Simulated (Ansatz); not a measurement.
```xyz
2

Mg    0.0000    0.0000    0.0000
Mg    0.0000    0.0000    3.0000
```

Basis set: cc-pCVTZ (spherical functions). Correlated methods keep 2 orbitals frozen. Charge 0, multiplicity 1.

Computed with Ansatz (development build ahead of 0.2.0); the reference of a correlated method needn't be the lowest determinant of its kind. Restricted open shells among the atoms or ions are ROHF, correlated in semicanonical orbitals with singles.

Give the atomization energy at this shape (free ground-state atoms in the same class of orbitals less the molecule, no zero-point energy) of singlet Mg₂ by RHF-CCSD(T), RHF-CCSD, RHF-MP2.

```tsv
method	atomization energy
RHF-CCSD(T)	-0.13 eV
RHF-CCSD	-0.20 eV
RHF-MP2	-0.15 eV
```
